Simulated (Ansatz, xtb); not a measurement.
**Two isomers of C3H3BClNO**

Structure I: `Bc1ncoc1Cl`, a singlet. Structure II: `Bc1coc(Cl)n1`, a singlet. Both are isolated molecules in the gas phase, relaxed with PBE-D3(BJ)/def2-SVP; the shapes shown needn't be the lowest conformers.

I (Å):

```
atom    x (Å)    y (Å)    z (Å)
   C  -1.3246   1.3194   0.0155
   C  -1.4143   3.4189   0.5156
   C  -0.4804   1.5714   1.1009
   B  -1.5914  -0.0116  -0.6897
  Cl   0.5332   0.5779   2.0288
   N  -1.9037   2.5638  -0.3187
   O  -0.5224   2.8826   1.4301
   H  -1.0250  -1.0139  -0.3007
   H  -2.3606  -0.0583  -1.6259
   H  -1.5975   4.4965   0.6078
```

II (Å):

```xyz
10

C    -0.9966    1.2716    0.0312
C    -1.2563    2.6278   -0.1130
C    -1.8859    1.9923    1.8428
B    -0.3647    0.3453   -1.0134
Cl   -2.5589    2.2473    3.3845
N    -1.4260    0.9023    1.3274
O    -1.8202    3.1044    1.0241
H    -0.1839   -0.8304   -0.7778
H    -0.0473    0.8188   -2.0886
H    -1.1016    3.3471   -0.9247
```

Problem. Estimate E(II) − E(I) at the level CCSD(T)/def2-SVP + ΔMP2/def2-TZVPP.

Solution. Too close to call at this level: CCSD(T)/def2-SVP + ΔMP2/def2-TZVPP gives E(II) − E(I) = +0.27 kcal/mol.

How the difference moves with the method:

| level | geometry | E(II) − E(I) (kcal/mol) | departure from the last row (kcal/mol) | job, with rough time for the two |
| --- | --- | --- | --- | --- |
| GFN2-xTB | GFN2-xTB | +0.07 | −0.20 | optimisation, 0.11 s |
| HF/STO-3G | GFN2-xTB | +0.11 | −0.16 | single point, 0.32 s |
| r2SCAN-D4/def2-SVP | GFN2-xTB | +0.51 | +0.24 | single point, 2.4 s |
| PBE-D3(BJ)/def2-SVP | PBE-D3(BJ)/def2-SVP | +0.60 | +0.34 | optimisation, 16 s |
| HF/def2-SVP | PBE-D3(BJ)/def2-SVP | −0.48 | −0.75 | part of the CCSD(T) run |
| MP2/def2-SVP | PBE-D3(BJ)/def2-SVP | +0.67 | +0.40 | part of the CCSD(T) run |
| CCSD(T)/def2-SVP | PBE-D3(BJ)/def2-SVP | +0.50 | +0.24 | single point |
| CCSD(T)/def2-SVP + ΔMP2/def2-TZVPP | PBE-D3(BJ)/def2-SVP | +0.27 |  | single point, 32 s |

As drawn, both hold the same kinds of bond in the same numbers.

The largest departure from CCSD(T)/def2-SVP + ΔMP2/def2-TZVPP is that of HF/def2-SVP, 0.75 kcal/mol. The last row adds to CCSD(T) the change of the MP2 difference between the two basis sets, here −0.24 kcal/mol.

With thermal terms from frequencies at re-optimised GFN2-xTB minima (ideal gas, soft modes damped towards free rotors, one conformer each, 298.15 K, 1 atm): the zero-point term adds −0.12 kcal/mol; ΔH is +0.17 and ΔG +0.15 kcal/mol.

The correlated steps freeze 11 core orbitals. Programs: Ansatz 0.2.0, xtb 6.7.1; the last row on 2 threads of Intel(R) Xeon(R) 6975P-C (Granite Rapids) on a shared host.
